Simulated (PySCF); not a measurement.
Working with the constants of CsGa

r²SCAN constants of CsGa, ³Π (triplet), unpaired electrons σ ↑, π ↑ (basis Cs def2-SVP with ECP46, Ga def2-SVP; scalar-relativistic core potentials; PySCF 2.14; masses 132.9054 and 68.9256 u):

* ωe: 81.2 cm⁻¹
* ωexe: 0.277 cm⁻¹
* Be: 0.027461 cm⁻¹
* αe: 0.000121 cm⁻¹
* De to Cs + Ga: 0.74 eV

**Question.** What force constant and bond length do these constants imply?

**Answer.** Reduced mass μred = 45.387 u; k = 5.8918×10⁻⁷·μred·ωe² (u, cm⁻¹, mdyn/Å) = 0.176 mdyn/Å; Re = √(16.8576/(μred·Be)) (u, cm⁻¹, Å) = 3.678 Å.

**Question.** Estimate the centrifugal constant D from the Kratzer relation and find the Dunham coefficient a1.

**Answer.** D = 4Be³/ωe² = 1.26e-08 cm⁻¹; a1 = −1 − αeωe/(6Be²) = -3.17.

These are scalar-relativistic numbers at best; spin–orbit coupling would shift them, the dissociation energy most. The state is the lowest determinant that a PBE0 search found; another state may lie lower at other levels.
